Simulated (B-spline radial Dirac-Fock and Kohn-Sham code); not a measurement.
# Two-hole binding energies of Te⁵⁺

System: the Te⁵⁺ ion, configuration 1s2 2s2 2p6 3s2 3p6 3d10 4s2 4p6 4d10 5s1.

Input of the calculation (task.json; shells as n, l, electrons):

```json
{"items": [{
  "Z": 52,
  "q": 5,
  "cfg": [[1, 0, 2], [2, 0, 2], [2, 1, 6], [3, 0, 2], [3, 1, 6], [3, 2, 10], [4, 0, 2], [4, 1, 6], [4, 2, 10], [5, 0, 1]],
  "A": 130,
  "rrms": 4.7423,
  "do": ["binding", "quiet", "double"]
}]}
```

Launch: `python xray_run.py task.json out`

Calculated with a radial finite-basis atomic code, using Dirac-Fock energy differences between relaxed states, corrected for Breit and QED terms. U is the two-hole binding energy less the two single-hole energies, the effective repulsion of the holes after relaxation. Each two-hole energy is an average over J within one jj subconfiguration.

```
          holes  E(a) (eV)  E(b) (eV)  E(ab) (eV)  U (eV)
   1s⁻¹ 3p1/2⁻¹    31884.7      943.9     32904.4    75.8
   1s⁻¹ 3p3/2⁻¹    31884.7      892.3     32848.2    71.3
           2s⁻²     5017.1     5017.1     10176.5   142.4
        2p1/2⁻²     4684.7     4684.7      9545.7   176.4
        2p3/2⁻²     4413.8     4413.8      8985.1   157.5
   2s⁻¹ 3d5/2⁻¹     5017.1      643.2           ?       ?
2p1/2⁻¹ 3d5/2⁻¹     4684.7      643.2      5395.3    67.4
2p3/2⁻¹ 3d5/2⁻¹     4413.8      643.2      5122.3    65.3
3p1/2⁻¹ 3p3/2⁻¹      943.9      892.3      1884.2    48.1
        3p3/2⁻²      892.3      892.3      1833.1    48.6
        3d3/2⁻²      653.6      653.6      1360.8    53.6
3d3/2⁻¹ 3d5/2⁻¹      653.6      643.2      1351.0    54.2
        3d5/2⁻²      643.2      643.2      1339.8    53.4
        4d3/2⁻²      109.1      109.1       239.7    21.6
```

Task: Give the missing two-hole energy and U.

Result: E(ab) = 5726.2 eV and U = 65.9 eV.
